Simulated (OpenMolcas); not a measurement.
Computed levels of 3d in ions with 19 electrons, in cm-1 above ²D_3/2.

| Quantity | Value |
| --- | --- |
| Program | OpenMolcas 26.06 |
| Method | RASSCF |
| Basis | ANO-R2 |
| Scalar Hamiltonian | X2C, finite nucleus |
| Spin-orbit coupling | RASSI with atomic mean-field integrals over the reference wave functions, term energies averaged over their components |

Active space for each ion: 7 electrons in 8 orbitals (RAS1 3p, at most 2 holes; RAS2 3d).

```csv
Level,V4+,Cr5+,Fe7+
²D_5/2,633,987,1806
```

Task: Estimate ²D_5/2 for Mn6+ from its neighbours Cr5+ and Fe7+.

Result: ²D_5/2 is fine structure, which grows about as the fourth power of a screened charge, so the fourth roots are averaged: ((987^0.25 + 1806^0.25) / 2)^4 = 1350. The calculation gives 1375, so the estimate is off by -1.8 %; the measured value is 1350 (Corliss and Sugar, J. Phys. Chem. Ref. Data 6, 1253 (1977)).

Without dynamic correlation excited terms often stand tens of per cent too high (terms of higher spin than the ground term too low), and those without a measured partner can miss by more than the paired ones. Active for correlation alone: 3p; no level in the range computed is led by a configuration that opens it, so any true level of that kind is missing. Computed and measured levels are paired by configuration, term and J; levels that our copy of the source lacks, or whose pairing is in doubt (as where it misses far off the trend of its configuration), stay unpaired and out of the deviations. Only configurations of the active space appear.
